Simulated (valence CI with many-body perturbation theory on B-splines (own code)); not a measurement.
## Which ion has this spectrum?

A relativistic CI+MBPT calculation for an atom or ion with 6 electrons gives these levels (eV):

| J | Parity | E | g |
| --- | --- | --- | --- |
| 0 | even | 0.0 |  |
| 1 | even | 1091.3 | 1.47 |
| 2 | even | 1109.4 | 1.14 |
| 2 | odd | 1367.3 | 1.50 |
| 1 | odd | 1449.5 | 1.11 |
| 2 | even | 2221.7 | 1.29 |
| 0 | even | 2279.8 |  |
| 2 | odd | 2431.9 | 1.55 |
| 3 | odd | 2475.1 | 1.30 |
| 0 | odd | 2532.1 |  |
| 1 | odd | 2553.3 | 1.30 |
| 2 | odd | 2562.9 | 1.05 |
| 1 | odd | 2566.9 | 1.30 |
| 2 | even | 2855.2 | 1.31 |

The energies are calculated, and their last digits are not significant.

(1) Which is it?
A. Hf66+
B. Yb64+
C. Ta67+
D. Tm63+

## Answers

(1) B. Yb64+, ground level (2s^2 2p1/2^2) J=0.
